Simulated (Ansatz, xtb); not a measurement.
## Relative energy of two isomers of C3H9ClSi

Structure I is `CC[Si@H](C)Cl`, a singlet and structure II is `C[Si](C)(C)Cl`, a singlet. Both are isolated molecules in the gas phase, relaxed with B3LYP-D3(BJ)/def2-SVP, each in the lowest conformer that the search found.

I (Å):

```xyz
14

C    -0.5346   -1.2861    0.5502
C     0.5988   -0.3587    1.0055
C     2.4004    2.1163    0.4315
Cl   -0.6363    2.1078   -0.6562
Si    1.0769    0.9703   -0.2350
H    -0.7812   -2.0350    1.3196
H    -1.4489   -0.7122    0.3331
H    -0.2635   -1.8317   -0.3685
H     1.5143   -0.9392    1.2256
H     0.3290    0.1499    1.9483
H     1.5064    0.3562   -1.5236
H     2.0651    2.5949    1.3653
H     2.6390    2.9091   -0.2941
H     3.3245    1.5530    0.6434
```

II (Å):

| atom | x (Å) | y (Å) | z (Å) |
| --- | --- | --- | --- |
| C | 0.4183 | -0.1906 | 1.0262 |
| C | 0.7823 | -3.2498 | 1.3642 |
| C | 0.7228 | -2.0004 | -1.4715 |
| Cl | -2.0034 | -2.1378 | 0.2188 |
| Si | 0.0845 | -1.8818 | 0.2879 |
| H | 1.5036 | -0.0020 | 1.0841 |
| H | -0.0359 | 0.6033 | 0.4126 |
| H | 0.0020 | -0.1159 | 2.0430 |
| H | 0.3662 | -3.2001 | 2.3827 |
| H | 0.5431 | -4.2402 | 0.9461 |
| H | 1.8795 | -3.1627 | 1.4363 |
| H | 0.4821 | -2.9806 | -1.9121 |
| H | 0.2729 | -1.2212 | -2.1067 |
| H | 1.8182 | -1.8727 | -1.4942 |

Quicker runs give these differences E(II) − E(I): GFN2-xTB +4.3 kcal/mol; HF/STO-3G −13.4 kcal/mol (at GFN2-xTB geometries); r2SCAN-D4/def2-SVP −13.5 kcal/mol (at GFN2-xTB geometries).

**Question.** Which of the two would you expect CCSD(T)/def2-SVP + ΔMP2/def2-TZVPP electronic energies to favour?

**Answer.** Structure II; the calculation gives E(II) − E(I) = −13.7 kcal/mol.

Level by level:

| level | geometry | E(II) − E(I) (kcal/mol) | departure from the last row (kcal/mol) | job, with rough time for the two |
| --- | --- | --- | --- | --- |
| GFN2-xTB | GFN2-xTB | +4.3 | +18.0 | optimisation, 0.12 s |
| HF/STO-3G | GFN2-xTB | −13.4 | +0.3 | single point, 0.36 s |
| r2SCAN-D4/def2-SVP | GFN2-xTB | −13.5 | +0.2 | single point, 4.6 s |
| B3LYP-D3(BJ)/def2-SVP | B3LYP-D3(BJ)/def2-SVP | −12.0 | +1.7 | optimisation, 40 s |
| HF/def2-SVP | B3LYP-D3(BJ)/def2-SVP | −11.5 | +2.2 | part of the CCSD(T) run |
| MP2/def2-SVP | B3LYP-D3(BJ)/def2-SVP | −11.8 | +1.9 | part of the CCSD(T) run |
| CCSD(T)/def2-SVP | B3LYP-D3(BJ)/def2-SVP | −10.9 | +2.8 | single point |
| CCSD(T)/def2-SVP + ΔMP2/def2-TZVPP | B3LYP-D3(BJ)/def2-SVP | −13.7 |  | single point, 50 s |

As drawn, II has 1 C–Si, 1 C–H in place of 1 C–C, 1 Si–H.

GFN2-xTB puts the two in the other order. The largest departure from CCSD(T)/def2-SVP + ΔMP2/def2-TZVPP is that of GFN2-xTB, 18.0 kcal/mol. The last row adds to CCSD(T) the change of the MP2 difference between the two basis sets, here −2.8 kcal/mol.

With harmonic frequencies from B3LYP-D3(BJ)/def2-SVP (ideal gas, rigid rotor, one conformer each, 1000 K, 1 atm): on the last row, ΔE + ΔZPE = −14.1, ΔH = −13.0, ΔG = −13.4 kcal/mol.

The correlated steps freeze 13 core orbitals. Mirror images aren't counted in ΔG. Run with Ansatz 0.2.0, xtb 6.7.1; the last row on 2 threads of Arm Neoverse V2 on a shared host.
